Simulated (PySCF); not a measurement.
Ti(Cl)3(SH) (Cl3HSTi), SMILES [Cl][Ti]([SH])([Cl])[Cl], multiplicity 1.

Geometry: B3LYP-D3(BJ)/def2-SVP. The multiplicity is an assumed one; no other spin state was optimised. The structure was generated by enumeration; whether it is a known compound was not checked. Other conformers were not sampled.

Two levels are set side by side: PBE/def2-TZVP (PySCF) and M06-2X/def2-TZVP (PySCF). Same geometry, gas phase. Differences are taken from unrounded values.

```json
[
 {"quantity": "orbital gap (eV)", "PBE": "2.57"},
 {"quantity": "highest occupied level (eV)", "PBE": "-7.10"},
 {"quantity": "lowest empty level (eV)", "PBE": "-4.53"},
 {"quantity": "dipole moment (D)", "PBE": "0.84"},
 {"quantity": "mean polarisability (bohr³)", "PBE": "97.9"}
]
```

These are the PBE values. What does M06-2X give? (Estimate from the structure and the level; the computed values follow.)


| quantity | M06-2X | PBE minus M06-2X |
|---|---|---|
| orbital gap (eV) | 6.96 | -4.39 |
| highest occupied level (eV) | -9.49 | 2.39 |
| lowest empty level (eV) | -2.53 | -2.00 |
| dipole moment (D) | 0.97 | -0.13 |
| mean polarisability (bohr³) | 93.2 | 4.8 |

PBE's occupied levels lie high since its potential decays too fast outside the molecule; exact exchange lowers them and widens the gap. PBE's more diffuse valence density responds more strongly to a field. Differences between two approximate levels are no errors against the true value.

Rough cost on one machine, each run with all the roots and properties that it gave: M06-2X against PBE about 3 times.
